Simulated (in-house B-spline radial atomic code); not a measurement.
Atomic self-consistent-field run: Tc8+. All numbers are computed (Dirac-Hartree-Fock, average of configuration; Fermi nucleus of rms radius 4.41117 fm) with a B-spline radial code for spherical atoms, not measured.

Command:
```bash
python run_scf.py task.json out
```
Settings (nuclear radius in fm, mass in u):
```
Z                43
configuration    [Ar] 3d10 4s2 4p5
hamiltonian      dirac
method           hf
spin_polarised   False
nucleus          fermi
rms_radius       4.41117
atomic_mass      96.90636
speed_of_light   137.035999084
```

Output (hartree, bohr):
```
 radial grid: 65 intervals, B-splines of order 8, outer radius 11.954 bohr

 iter        energy (Eh)    residual
    1       -4259.169086    7.10e-01
    2       -4266.458789    3.45e-01
    3       -4267.376096    1.10e-01
    4       -4267.467416    3.44e-02
    5       -4267.475939    1.27e-02
    6       -4267.477369    2.90e-04
    7       -4267.477370    4.20e-05
    8       -4267.477370    2.33e-06
    9       -4267.477370    9.48e-08

 total energy                     -4267.47737
 kinetic                            4434.5377
 electron-nucleus                 -10145.3739
 electron-electron                  1443.3589

 first-order corrections (not in the total)
   Gaunt                             2.9202
   retardation                      -0.2905
   frequency dependence             -0.0192
   self-energy                       1.9657
   Uehling                          -0.2286
   Wichmann-Kroll                    0.0036
   recoil                            0.0170

 orbital      occ     eigenvalue          <r>       <r^2>       <1/r>     <1/r^3>       r_max    small
 1s1/2      2.000      -783.0917    0.0342722  0.00158564     44.7103           -     0.02228  2.46e-02
 2s1/2      2.000      -118.7943     0.148918   0.0262098     10.2299           -      0.1261  5.10e-03
 2p1/2      2.000      -109.5639     0.127159   0.0198527       10.17           -     0.09824  5.08e-03
 2p3/2      4.000      -105.1916     0.131779   0.0211951       9.665     2587.25      0.1021  4.90e-03
 3s1/2      2.000       -25.8895     0.411588    0.193894     3.53598           -      0.3708  1.39e-03
 3p1/2      2.000       -22.2858     0.406496    0.192182     3.42504           -      0.3587  1.33e-03
 3p3/2      4.000       -21.5244     0.416484    0.201536      3.3067     444.069      0.3678  1.28e-03
 3d3/2      4.000       -15.1973     0.393977     0.18555     3.11343     65.1547        0.31  1.16e-03
 3d5/2      6.000       -15.0527     0.397305    0.188543     3.08238     62.0425      0.3127  1.15e-03
 4s1/2      2.000        -7.6322      1.00329     1.12898     1.35624           -      0.9249  3.48e-04
 4p1/2      1.667        -6.4174      1.05935     1.26613     1.27006           -      0.9681  3.16e-04
 4p3/2      3.333        -6.2817      1.07909     1.31314     1.24013     76.8304      0.9875  3.08e-04
```


For the Dirac Hamiltonian the kinetic term is c α·p + (β - 1)c².
